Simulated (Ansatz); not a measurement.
(HMg-mu-Br)2 (Mg2H2Br2). Charge 0, multiplicity 1. Geometry PBE-D4/def2-SVP, basis def2-TZVP, Ansatz.

Cartesian coordinates in Å:
```
Mg -0.697 -1.482 0.621
H -1.368 -2.916 1.231
Br 1.595 -0.924 -0.416
Mg 0.697 1.482 -0.621
H 1.374 2.919 -1.215
Br -1.601 0.920 0.400
```

| run | HOMO (eV) | LUMO (eV) |
| --- | --- | --- |
| A | -7.73 | -1.02 |
| B | -8.84 | -0.38 |
| C | -9.91 | 0.33 |
| D | -6.81 | -1.27 |
| E | -6.50 | -1.58 |
| F | -10.12 | 0.68 |

Task: The runs used BHLYP, PBE0, r2SCAN, revPBE, ωB97M-V, ωB97X-V. Estimate which is which.

Result: A PBE0 (25 % exact exchange); B BHLYP (50 % exact exchange); C ωB97M-V (range-separated); D r2SCAN (0 % exact exchange); E revPBE (0 % exact exchange); F ωB97X-V (range-separated). Exact exchange lowers occupied and raises empty levels; among semilocal functionals meta-GGAs tend to open the gap a little, and such runs are hard to tell apart. The gap grows from 4.92 eV (revPBE) to 10.80 eV (ωB97X-V).
